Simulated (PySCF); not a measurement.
Start geometry of `C=C[CH2][GaH3-]` from UFF (Å):
```
atom  x, y, z in Å
C1     1.4997    0.2411    1.1278
C2     1.1521   -0.4792    0.0575
C3    -0.2667   -0.9055   -0.1770
Ga4   -1.4266    0.6597   -0.6609
H5     2.5365    0.5231    1.2792
H6     0.7573    0.5520    1.8568
H7     1.9200   -0.7900   -0.6447
H8    -0.3001   -1.6233   -1.0231
H9    -0.6712   -1.4070    0.7276
H10   -0.7104    1.5151   -1.8220
H11   -1.6374    1.5874    0.6380
H12   -2.8534    0.1267   -1.1828
```

Question: What comes out of this run: PBE0-D3(BJ)/def2-SVP geometry optimisation, gas phase (PySCF)?

Answer: 
```
atom  x, y, z in Å
C1     1.705   -0.018    1.300
C2     1.087   -0.300    0.137
C3    -0.278   -0.792   -0.076
Ga4   -1.531    0.676   -0.851
H5     2.707    0.423    1.323
H6     1.208   -0.181    2.263
H7     1.651   -0.089   -0.785
H8    -0.300   -1.585   -0.843
H9    -0.731   -1.179    0.852
H10   -0.820    1.294   -2.171
H11   -1.773    1.814    0.272
H12   -2.924   -0.062   -1.246
```

The energy falls by 21.1 kJ/mol over 10 energy and gradient evaluations, the largest force component goes from 0.0275 to 2.9e-04 Eh/bohr, and the atoms move by 0.440 Å rms after alignment. The bond that changes most is C3–Ga4 (ends: allylic carbon; gallium bonded to C and 3 H), which lengthens by 0.073 Å. Bonds longer at the end by more than 0.005 Å: 8 of 11; shorter: 3. Among the angles that change most is C1–C2–C3, from 121.6° to 128.5°. Among the dihedrals that turn most is H7–C2–C3–Ga4, from -112° to -69°. Rotational constants go from 11540, 2273, 2064 to 14229, 1868, 1797 MHz. The orientation of the end geometry is arbitrary; only internal coordinates are fixed.

The run used 114 basis functions and 69 SCF cycles in all. Hardware: one thread of an Arm Neoverse V1, shared host. Cost: 35 s, 0.52 GiB resident at most.

PBE0-D3(BJ)/def2-SVP frequencies: not computed here.

One conformer stands for the species.
